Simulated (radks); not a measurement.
Tl XV, 67 electrons, occupied as [Kr] 4d10 4f14 5s2 5p5 (the NIST ground configuration). Calculated with a radial shooting solver on a logarithmic mesh with Libxc functionals: scalar-relativistic Kohn-Sham, PBEsol, spin-polarised, spherical densities, finite nucleus; open shells are filled with parallel spins first (spin-orbit coupling, left out, can overturn this in heavy ions); Fermi nuclear charge, rms radius 5.4759 fm.

Unscreened Slater integrals over Kohn-Sham orbitals (cm^-1). They are taken over the spin-up orbitals.

\begin{tabular}{lr}
integral & value \\ \hline
F0(5p,5p) & 215820 \\
F2(5p,5p) & 117650 \\
F0(5p,4f) & 262680 \\
F2(5p,4f) & 86009 \\
G2(5p,4f) & 30566 \\
G4(5p,4f) & 27013 \\
F0(5p,5s) & 225490 \\
G1(5p,5s) & 152630 \\
F0(4f,4f) & 436860 \\
F2(4f,4f) & 220330 \\
F4(4f,4f) & 141060 \\
F6(4f,4f) & 102330 \\
F0(4f,5s) & 283630 \\
G3(4f,5s) & 37415 \\
F0(5s,5s) & 237270 \\
\end{tabular}

Derived for the open shells (J is the average intra-shell exchange parameter used in DFT+U). 5p: J = F2/5 = 23530 cm^-1.
